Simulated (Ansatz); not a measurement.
Born–Oppenheimer molecular dynamics of C$_{3}$H$_{10}$O$_{2}$Si (16 atoms, charge 0, multiplicity 1). It starts from a relaxed structure.

The calculation used RKS BHLYP/6-31G (Ansatz).

```json
{"ensemble": "NVE (velocity Verlet)", "time step": "0.5 fs", "steps asked": "100", "starting velocities drawn for": "500 K", "seed": "890328"}
```

First frame:

```xyz
16
Properties=species:S:1:pos:R:3
Si -0.184 0.107 0.039
C 0.192 0.152 1.892
H -0.708 0.390 2.452
H 0.572 -0.798 2.258
H 0.938 0.913 2.104
O 1.250 -0.199 -0.822
C 2.232 -1.225 -0.708
H 1.879 -2.150 -1.159
H 3.117 -0.893 -1.238
H 2.498 -1.417 0.331
H -0.703 1.372 -0.512
O -1.399 -1.044 -0.264
C -1.539 -2.412 0.103
H -1.272 -2.581 1.147
H -2.576 -2.687 -0.040
H -0.919 -3.047 -0.525
```

How far do the bonds stretch over the last three quarters of this one trajectory? (Pairs bonded in most of those frames.)


```json
{"bond": "Si1–C2", "mean (Å)": "1.895", "spread (Å)": "0.025", "shortest": "1.86", "longest": "1.93"}
{"bond": "Si1–O6", "mean (Å)": "1.718", "spread (Å)": "0.034", "shortest": "1.64", "longest": "1.76"}
{"bond": "Si1–H11", "mean (Å)": "1.485", "spread (Å)": "0.040", "shortest": "1.42", "longest": "1.54"}
{"bond": "Si1–O12", "mean (Å)": "1.705", "spread (Å)": "0.010", "shortest": "1.69", "longest": "1.72"}
{"bond": "C2–H3", "mean (Å)": "1.087", "spread (Å)": "0.013", "shortest": "1.06", "longest": "1.11"}
{"bond": "C2–H4", "mean (Å)": "1.095", "spread (Å)": "0.045", "shortest": "1.03", "longest": "1.16"}
{"bond": "C2–H5", "mean (Å)": "1.090", "spread (Å)": "0.015", "shortest": "1.06", "longest": "1.11"}
{"bond": "O6–C7", "mean (Å)": "1.426", "spread (Å)": "0.046", "shortest": "1.37", "longest": "1.50"}
{"bond": "C7–H8", "mean (Å)": "1.091", "spread (Å)": "0.027", "shortest": "1.05", "longest": "1.13"}
{"bond": "C7–H9", "mean (Å)": "1.084", "spread (Å)": "0.006", "shortest": "1.07", "longest": "1.09"}
{"bond": "C7–H10", "mean (Å)": "1.091", "spread (Å)": "0.016", "shortest": "1.07", "longest": "1.11"}
{"bond": "O12–C13", "mean (Å)": "1.427", "spread (Å)": "0.019", "shortest": "1.40", "longest": "1.46"}
{"bond": "C13–H14", "mean (Å)": "1.097", "spread (Å)": "0.042", "shortest": "1.03", "longest": "1.16"}
{"bond": "C13–H15", "mean (Å)": "1.092", "spread (Å)": "0.048", "shortest": "1.02", "longest": "1.16"}
{"bond": "C13–H16", "mean (Å)": "1.089", "spread (Å)": "0.015", "shortest": "1.06", "longest": "1.11"}
```

Mean temperature of the second half: 221 K. The conserved energy stayed within 0.43 meV per atom of its start (net change 0.35 meV per atom), so the integration is sound. A run of 0.05 ps of so small a system gives no equilibrium averages. Limits of this set-up: no polarisation functions.

Run time: 4.4 min on 1 thread of AMD EPYC 9R45 96-Core Processor (Zen 5), with other jobs on the host, peak memory 0.21 GiB.
